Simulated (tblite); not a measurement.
Record of a relaxation.

C6H12SeSi.
Numbering: `[CH3:1][C:2]#[C:3][SiH2:4][Se:5][CH:6]([CH3:7])[CH3:8]` (hydrogens: H9, H10, H11 on C1; H12, H13 on Si4; H14 on C6; H15, H16, H17 on C7; H18, H19, H20 on C8)

Computed with GFN2-xTB (tblite), gas phase: L-BFGS steps from a force-field or distance-geometry start until the largest atomic force falls under 0.01 eV/Å. 4 of its 66 geometries are shown.

Step 0: E = -648.3531 eV, largest atomic force 1.619 eV/Å
```
atom  x, y, z in Å  |  force x, y, z in eV/Å
C1      3.794    1.093    0.694   -0.607  -0.028   0.124
C2      2.777    0.067    0.432    1.150   1.089   0.334
C3      1.963   -0.792    0.236   -0.084  -0.003   0.022
Si4     0.700   -2.055   -0.091   -0.237  -1.068   0.212
Se5    -0.893   -1.235   -1.493    0.247  -0.296  -0.276
C6     -1.507    0.141   -0.247   -0.195   0.962   0.717
C7     -2.096    1.312   -1.033   -0.129   0.374   0.063
C8     -2.532   -0.443    0.718   -0.333  -0.380   0.178
H9      4.237    0.937    1.700   -0.261   0.110  -0.617
H10     4.576    1.036   -0.072   -0.186   0.051   0.237
H11     3.302    2.093    0.654    0.438  -0.654   0.056
H12     1.341   -3.231   -0.706   -0.176   0.209  -0.051
H13     0.083   -2.474    1.198    0.084   0.180  -0.285
H14    -0.636    0.523    0.341   -0.313  -0.369  -0.433
H15    -1.332    1.743   -1.707   -0.462  -0.244   0.269
H16    -2.967    0.972   -1.623    0.456   0.239   0.227
H17    -2.429    2.113   -0.331    0.196  -0.568  -0.502
H18    -2.888    0.324    1.427    0.161  -0.298  -0.326
H19    -2.091   -1.275    1.304   -0.280   0.444  -0.320
H20    -3.406   -0.838    0.155    0.533   0.249   0.370
```

Step 22: E = -648.4993 eV, largest atomic force 0.068 eV/Å
```
atom  x, y, z in Å  |  force x, y, z in eV/Å
C1      3.783    1.104    0.697   -0.005  -0.005   0.007
C2      2.805    0.067    0.468    0.003   0.004  -0.015
C3      2.011   -0.823    0.283   -0.007   0.008   0.002
Si4     0.745   -2.114   -0.071   -0.014  -0.048  -0.002
Se5    -0.844   -1.241   -1.475    0.001   0.007   0.025
C6     -1.532    0.171   -0.222    0.040  -0.042  -0.035
C7     -2.108    1.316   -1.032    0.010   0.001  -0.001
C8     -2.551   -0.428    0.727    0.005   0.003   0.003
H9      4.238    0.972    1.679    0.010   0.013  -0.016
H10     4.559    1.049   -0.067   -0.002   0.011   0.023
H11     3.312    2.087    0.653   -0.005  -0.031  -0.004
H12     1.302   -3.248   -0.801    0.011   0.016   0.009
H13     0.101   -2.494    1.191    0.018  -0.003  -0.022
H14    -0.645    0.506    0.326   -0.012   0.015   0.006
H15    -1.359    1.720   -1.710    0.003   0.015   0.000
H16    -2.959    0.977   -1.621   -0.007   0.003   0.016
H17    -2.438    2.108   -0.360   -0.018   0.021  -0.027
H18    -2.893    0.335    1.425   -0.023  -0.009   0.019
H19    -2.123   -1.250    1.296   -0.006   0.006   0.008
H20    -3.409   -0.803    0.171   -0.001   0.014   0.006
```

Step 43: E = -648.5014 eV, largest atomic force 0.015 eV/Å
```
atom  x, y, z in Å  |  force x, y, z in eV/Å
C1      3.777    1.101    0.697   -0.002  -0.004   0.003
C2      2.813    0.051    0.468   -0.006  -0.004  -0.001
C3      2.021   -0.841    0.289   -0.010   0.005   0.002
Si4     0.758   -2.133   -0.073    0.001   0.011  -0.010
Se5    -0.841   -1.240   -1.454    0.000   0.000   0.009
C6     -1.532    0.181   -0.214   -0.007   0.007   0.006
C7     -2.110    1.317   -1.038    0.002  -0.002  -0.001
C8     -2.557   -0.412    0.735    0.003   0.000   0.000
H9      4.233    0.981    1.680    0.002   0.002   0.008
H10     4.557    1.060   -0.063   -0.004   0.002  -0.003
H11     3.287    2.074    0.650    0.001   0.003  -0.002
H12     1.327   -3.242   -0.829   -0.002  -0.006  -0.005
H13     0.127   -2.544    1.184    0.002  -0.004   0.000
H14    -0.651    0.525    0.336    0.002  -0.006  -0.007
H15    -1.360    1.716   -1.719   -0.003   0.003  -0.002
H16    -2.958    0.968   -1.625    0.007  -0.001  -0.001
H17    -2.448    2.118   -0.382    0.005  -0.005  -0.002
H18    -2.901    0.349    1.435    0.007   0.001  -0.007
H19    -2.132   -1.236    1.304   -0.004   0.001   0.005
H20    -3.415   -0.782    0.177    0.004  -0.002   0.006
```

Step 65: E = -648.5025 eV, largest atomic force 0.009 eV/Å
```
atom  x, y, z in Å  |  force x, y, z in eV/Å
C1      3.749    1.104    0.710   -0.002   0.002  -0.002
C2      2.783    0.056    0.475    0.003   0.000   0.000
C3      1.993   -0.835    0.286   -0.002   0.000   0.002
Si4     0.759   -2.150   -0.095    0.000  -0.005   0.001
Se5    -0.874   -1.272   -1.444    0.004   0.008   0.000
C6     -1.523    0.178   -0.214    0.000  -0.003  -0.006
C7     -2.097    1.308   -1.050   -0.001   0.003  -0.004
C8     -2.542   -0.385    0.758    0.001  -0.003   0.001
H9      4.203    0.982    1.694   -0.007  -0.002  -0.004
H10     4.529    1.058   -0.049    0.003   0.004   0.005
H11     3.265    2.079    0.660   -0.007  -0.003   0.003
H12     1.351   -3.222   -0.886   -0.005  -0.004   0.005
H13     0.154   -2.611    1.158    0.003   0.002  -0.008
H14    -0.628    0.518    0.316   -0.004  -0.002   0.001
H15    -1.344    1.705   -1.728    0.004  -0.004  -0.006
H16    -2.940    0.952   -1.641   -0.006   0.001   0.002
H17    -2.442    2.112   -0.402    0.004   0.002   0.004
H18    -2.879    0.397    1.439    0.007   0.001   0.002
H19    -2.116   -1.195    1.348    0.008  -0.001   0.004
H20    -3.406   -0.769    0.218   -0.003   0.005   0.000
```

Q: Summarise the path.

A: The energy falls by 14.41 kJ/mol from step 0 to step 65; nine tenths of that is first reached at step 6. It falls at every step. The largest force goes from 1.619 to 0.009 eV/Å. Among the bonds Se5–C6 changes most, from 1.955 to 2.009 Å; the atoms move by 0.082 Å rms after alignment.

Q: Follow the three bonds and two angles with the largest change from start to end.

A: 
| step | E above end (kJ/mol) | largest force (eV/Å) | Se5–C6 (Å) | C3–Si4 (Å) | C7–H17 (Å) | H12–Si4–H13 (°) | Se5–Si4–H12 (°) |
| --- | --- | --- | --- | --- | --- | --- | --- |
| 0 | 14.41 | 1.619 | 1.955 | 1.816 | 1.115 | 108.5 | 109.6 |
| 3 | 2.39 | 0.264 | 2.004 | 1.848 | 1.088 | 110.7 | 109.0 |
| 6 | 1.28 | 0.192 | 2.010 | 1.835 | 1.089 | 111.8 | 107.6 |
| 8 | 0.92 | 0.086 | 2.009 | 1.840 | 1.090 | 113.1 | 106.9 |
| 11 | 0.74 | 0.063 | 2.011 | 1.844 | 1.090 | 113.6 | 106.6 |
| 14 | 0.58 | 0.059 | 2.008 | 1.841 | 1.088 | 113.7 | 105.8 |
| 17 | 0.46 | 0.063 | 2.006 | 1.843 | 1.090 | 113.7 | 105.3 |
| 20 | 0.38 | 0.047 | 2.010 | 1.843 | 1.090 | 113.5 | 105.1 |
| 23 | 0.27 | 0.046 | 2.007 | 1.842 | 1.089 | 113.3 | 104.6 |
| 25 | 0.23 | 0.041 | 2.004 | 1.843 | 1.089 | 113.4 | 104.6 |
| 28 | 0.19 | 0.027 | 2.008 | 1.843 | 1.089 | 113.4 | 104.6 |
| 31 | 0.16 | 0.032 | 2.011 | 1.842 | 1.089 | 113.4 | 104.7 |
| 34 | 0.14 | 0.016 | 2.008 | 1.843 | 1.090 | 113.5 | 104.8 |
| 37 | 0.13 | 0.019 | 2.008 | 1.843 | 1.089 | 113.5 | 104.9 |
| 40 | 0.12 | 0.014 | 2.009 | 1.842 | 1.089 | 113.5 | 104.9 |
| 42 | 0.11 | 0.010 | 2.009 | 1.842 | 1.090 | 113.5 | 104.8 |
| 45 | 0.10 | 0.014 | 2.008 | 1.843 | 1.089 | 113.6 | 104.8 |
| 48 | 0.09 | 0.020 | 2.008 | 1.842 | 1.089 | 113.4 | 104.9 |
| 51 | 0.07 | 0.019 | 2.008 | 1.842 | 1.090 | 113.3 | 104.8 |
| 54 | 0.05 | 0.016 | 2.009 | 1.843 | 1.089 | 113.1 | 104.8 |
| 57 | 0.03 | 0.027 | 2.009 | 1.842 | 1.089 | 113.0 | 104.8 |
| 59 | 0.02 | 0.014 | 2.008 | 1.843 | 1.089 | 113.1 | 104.8 |
| 62 | 0.01 | 0.027 | 2.008 | 1.843 | 1.089 | 113.4 | 104.7 |
| 65 | 0.00 | 0.009 | 2.009 | 1.843 | 1.089 | 113.6 | 104.6 |

What follows is the cost of the whole relaxation. The run took 0.96 s wall on one thread, Arm Neoverse N1 (aarch64), no GPU, shared host.
